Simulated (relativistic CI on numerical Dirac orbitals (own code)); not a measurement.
## d9 in a ligand field

Computed with a parametric ligand-field model of a d^n configuration (Racah B and C, spin-orbit zeta, crystal field), exact diagonalisation.

Field parameters in Wybourne normalisation: Oh B⁴₀ = 21Dq, B⁴₄ = √(5/14) B⁴₀; Td as Oh with Dq negative (B⁴₀ = 21Dq, B⁴₄ = √(5/14) B⁴₀). The field is a parameter set, without covalency.

Lowest levels for B = 350, C = 1750, ζ = 4100 cm⁻¹, Oh, 10Dq = 23550 cm⁻¹?

Γ8 0 (S 0.50), Γ7 20400 (S 0.50), Γ8 27499 (S 0.50) cm⁻¹, with S from ⟨S²⟩ = S(S + 1). The ground level has 3.03 electrons in the cubic e pair.

Lowest levels for B = 660, C = 2870, ζ = 3700 cm⁻¹, Oh, 10Dq = 25950 cm⁻¹?

Γ8 0 (S 0.50), Γ7 22970 (S 0.50), Γ8 29240 (S 0.50) cm⁻¹, with S from ⟨S²⟩ = S(S + 1). The ground level has 3.02 electrons in the cubic e pair.

Lowest levels for B = 890, C = 4410, ζ = 890 cm⁻¹, Td, 10Dq = -4500 cm⁻¹?

Γ7 0 (S 0.50), Γ8 1061 (S 0.50), Γ8 5664 (S 0.50) cm⁻¹, with S from ⟨S²⟩ = S(S + 1). The ground level has 4.00 electrons in the cubic e pair.

Lowest levels for B = 550, C = 1930, ζ = 260 cm⁻¹, Oh, 10Dq = 26050 cm⁻¹?

Γ8 0 (S 0.50), Γ7 25794 (S 0.50), Γ8 26188 (S 0.50) cm⁻¹, with S from ⟨S²⟩ = S(S + 1). The ground level has 3.00 electrons in the cubic e pair.

Lowest levels for B = 870, C = 3120, ζ = 770 cm⁻¹, Oh, 10Dq = 14350 cm⁻¹?

Γ8 0 (S 0.50), Γ7 13640 (S 0.50), Γ8 14855 (S 0.50) cm⁻¹, with S from ⟨S²⟩ = S(S + 1). The ground level has 3.00 electrons in the cubic e pair.
